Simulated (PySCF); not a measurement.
C₂H₆GeO₂, SMILES [CH3][Ge@@H]([OH])[CH]=O. Coordinates come from a PBE-D3(BJ)/def2-SVP optimisation. The structure was generated by enumeration; whether it is a known compound was not checked. The values are those of a single conformer.

Computed equilibrium geometry at PBE-D3(BJ)/def2-SVP (PySCF confirms it by a frequency run) as a Z-matrix (one conformer of several):
```
Ge
O 1 1.7988
H 2 0.9842 1 104.17
H 1 1.5575 2 110.51 3 -114.81
C 1 1.9594 4 111.84 2 124.02
H 5 1.1067 1 109.94 4 179.10
H 5 1.1075 6 108.76 1 -120.06
H 5 1.1080 6 109.38 7 -118.50
C 1 2.0254 4 111.54 2 -108.31
O 9 1.2200 1 116.36 4 115.99
H 9 1.1347 10 120.11 3 179.78
```
